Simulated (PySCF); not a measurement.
Calcium: a sound run and one with changed settings

Sound run: Ca⁺ [Ar] 4s1, Ca²⁺ [Ar]. All numbers are calculated (PySCF 2.14, the spin-free X2C one-electron Hamiltonian (Gaussian nucleus), in Sapporo-DKH3-DZP-2012). The sound run starts from symmetry-adapted Hartree-Fock orbitals and uses a fine grid where one is needed.

Changed run: initial guess minao, at most 5 SCF cycles. This setting is unsound on purpose.

| species | method | sound run (hartree) | changed run (hartree) | converged |
| --- | --- | --- | --- | --- |
| Ca⁺ | UHF | -679.42510 | -679.42510 | no |
| Ca⁺ | M06-L | -680.17703 | -680.17703 | no |
| Ca⁺ | MN15 | -680.45695 | -680.45695 | no |
| Ca²⁺ | UHF | -679.00787 | -679.00787 | no |
| Ca²⁺ | M06-L | -679.76979 | -679.76979 | no |
| Ca²⁺ | MN15 | -680.02995 | -680.02995 | no |

The SCF was stopped early; the energies are upper bounds that still move, and correlated levels were skipped or rest on poor orbitals.
